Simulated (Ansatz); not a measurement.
`[CH3][GeH]([OH])[Cl]` + HCl → `[OH][GeH]([Cl])[Cl]` + CH₄ at 500 K and 1 bar (ligand exchange at a Ge–C bond).

Isolated molecules relaxed with PBE0-D4/def2-TZVP in Ansatz; ΔE leaves out vibrations. CCSD(T)/CBS adds triple-zeta CCSD(T) − MP2 to the extrapolated MP2 energy (def2 sets, frozen cores). This one scheme is used for every species. For Ge outer-core shells are correlated without core-valence functions, which leaves a few kJ/mol of doubt a bond. Scalar relativity is left out up to krypton. One conformer a species, not always the lowest.

```json
{"species": "`[CH3][GeH]([OH])[Cl]`", "CCSD(T)/CBS energy (Eh)": "-2652.20691", "H − E (kJ/mol)": "201.0", "S (J/(mol·K))": "404.9"}
{"species": "HCl", "CCSD(T)/CBS energy (Eh)": "-460.38127", "H − E (kJ/mol)": "32.5", "S (J/(mol·K))": "201.9"}
{"species": "`[OH][GeH]([Cl])[Cl]`", "CCSD(T)/CBS energy (Eh)": "-3072.15640", "H − E (kJ/mol)": "102.8", "S (J/(mol·K))": "386.4"}
{"species": "CH₄", "CCSD(T)/CBS energy (Eh)": "-40.46206", "H − E (kJ/mol)": "135.6", "S (J/(mol·K))": "206.8"}
```

H − E and S are ideal-gas, rigid-rotor, harmonic terms from PBE0-D4/def2-TZVP, for one conformer and one mirror image of each species. 1 Eh = 2625.50 kJ/mol, R = 8.31446 J/(mol·K).

**Question.** By hand: ΔE, ΔH, ΔS and ΔG.

**Answer.** ΔE = (-3072.15640) + (-40.46206) − (-2652.20691) − (-460.38127) = -0.03028 Eh = -79.5 kJ/mol. Δ(H − E) = 102.8 + 135.6 − 201.0 − 32.5 = 4.9, so ΔH = -74.6 kJ/mol. ΔS = 386.4 + 206.8 − 404.9 − 201.9 = -13.6 J/(mol·K). ΔG = -74.6 − 500 × (-13.6)/1000 = -67.8 kJ/mol.

**Question.** By hand: the equilibrium constant, and the temperature at which ΔG would vanish if ΔH and ΔS stayed fixed.

**Answer.** log₁₀ K = −ΔG/(RT ln 10) = 7.1. ΔG = 0 at ΔH/ΔS = 5485 K, far beyond where these terms or the molecules hold.

The number of gas molecules stays the same, so ΔS is small and ΔH decides. A doubt of 5 kJ/mol in ΔE shifts log₁₀ K by 0.5 here. Other conformers and mirror images would add mixing entropy, several J/(mol·K) or more a flexible species. These are equilibria of isolated gas molecules and say nothing of rates. Largest T1 diagnostic: 0.010 (customary marks: 0.02 for closed shells, 0.045 for open ones).
